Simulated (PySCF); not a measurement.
Cards and structures have been mixed up. Pair them.

Structures:
1. `C#[C][GeH2][Si@H]([SiH3])Br`
2. `C=CC[P@](=O)(O)C1=CC=CC=C1`
3. `C[O][Ti]([N]=C=S)([N]=C=S)[O]C`
4. `O=C(O)[C@H]1[C@H]2C=C[C@@H]1C=C2`
5. `CO[SiH2]OCC(=O)C`

Card P (geometry PBE0-D3(BJ)/def2-SVP):
- Rotational constants A, B, C: 1.147, 0.640, 0.548 GHz
- Static isotropic polarisability (CAM-B3LYP/def2-SVPD): 130.5 au
- 13C chemical shifts (computed TMS as zero) by class (GIAO PBE0/pcSseg-1): 138.4 (2 C), 137.5 (1 C), 137.4 (1 C), 137.2 (1 C), 133.3 (2 C), 127.9 (1 C), 41.1 (1 C) ppm
- Point group: C1
- Isotropic shieldings of nuclei other than C and H, by class (GIAO PBE0/pcSseg-1): 184 (1 O), 219 (1 O), 286 (1 P) ppm
- Strongest line among the 10 lowest singlet transitions (TDDFT CAM-B3LYP/def2-SVPD): S8 at 7.08 eV (175 nm, f = 0.445)
- HOMO energy (CAM-B3LYP/def2-SVPD): -8.76 eV

Card Q (geometry PBE0-D3(BJ)/def2-SVP):
* Rotational constants A, B, C: 2.692, 1.214, 1.131 GHz
* Static isotropic polarisability (PBE0/def2-SVPD): 88.7 au
* Point group: C1
* Lowest singlet excitation (TDDFT PBE0/def2-SVPD): 4.99 eV (248 nm, f = 0.000)
* HOMO energy (PBE0/def2-SVPD): -6.78 eV
* Dipole moment (PBE0/def2-SVPD): 1.70 D

Card R (geometry PBE0-D3(BJ)/def2-SVP):
* Rotational constants A, B, C: 0.609, 0.342, 0.281 GHz
* Static isotropic polarisability (PBE0/def2-SVPD): 188.3 au
* Dipole moment (PBE0/def2-SVPD): 5.48 D
* Lowest triplet excitation (Tamm–Dancoff) (TDA PBE0/def2-SVPD): 3.09 eV
* HOMO energy (PBE0/def2-SVPD): -7.26 eV

Card S (geometry PBE0-D3(BJ)/def2-SVP):
* Rotational constants A, B, C: 2.588, 1.242, 0.959 GHz
* Static isotropic polarisability (wB97X-D/def2-SVPD): 83.6 au
* HOMO energy (wB97X-D/def2-SVPD): -9.45 eV
* Dipole moment (wB97X-D/def2-SVPD): 3.42 D
* Lowest singlet excitation (TDDFT wB97X-D/def2-SVPD): 4.64 eV (267 nm, f = 0.000)

Card T (geometry PBE0-D3(BJ)/def2-SVP):
* Rotational constants A, B, C: 1.183, 0.596, 0.483 GHz
* Static isotropic polarisability (CAM-B3LYP/def2-SVPD): 133.2 au
* Dipole moment (CAM-B3LYP/def2-SVPD): 1.53 D
* Point group: C1
* Isotropic shieldings of nuclei other than C and H, by class (GIAO PBE0/pcSseg-1): 365 (1 Si), 448 (1 Si), 1585 (1 Ge), 2815 (1 Br) ppm
* HOMO energy (CAM-B3LYP/def2-SVPD): -8.79 eV

All species are isolated and taken at one optimised geometry, non-relativistic unless stated. Electronic properties by PySCF. NMR classes are plain means over equivalent atoms (diastereotopic ones count apart unless rotation or inversion swaps them), as if these changed places fast.

**Question.** Which card belongs to which structure?

**Answer.** P = 2, Q = 4, R = 3, S = 5, T = 1. What ties each card to its structure:
- 1 (card T), C2H7BrGeSi2, monoisotopic mass 239.8 u, 6 heavy atoms: an asymmetric top with C = 0.483 GHz; polarisability 133.2 au for 114 electrons; dipole 1.53 D.
- 2 (card P), C9H11O2P, monoisotopic mass 182.0 u, 12 heavy atoms: 9 C in 7 classes; the least shielded carbon (138.4 ppm) is an aromatic CH carbon; an asymmetric top with C = 0.548 GHz; polarisability 130.5 au for 96 electrons.
- 3 (card R), C4H6N2O2S2Ti, monoisotopic mass 225.9 u, 11 heavy atoms: an asymmetric top with C = 0.281 GHz, the lowest such constant on the cards; polarisability 188.3 au for 114 electrons; dipole 5.48 D.
- 4 (card Q), C8H8O2, monoisotopic mass 136.1 u, 10 heavy atoms: an asymmetric top with C = 1.131 GHz, the highest such constant on the cards; polarisability 88.7 au for 72 electrons; dipole 1.70 D.
- 5 (card S), C4H10O3Si, monoisotopic mass 134.0 u, 8 heavy atoms: an asymmetric top with C = 0.959 GHz; polarisability 83.6 au for 72 electrons; dipole 3.42 D.
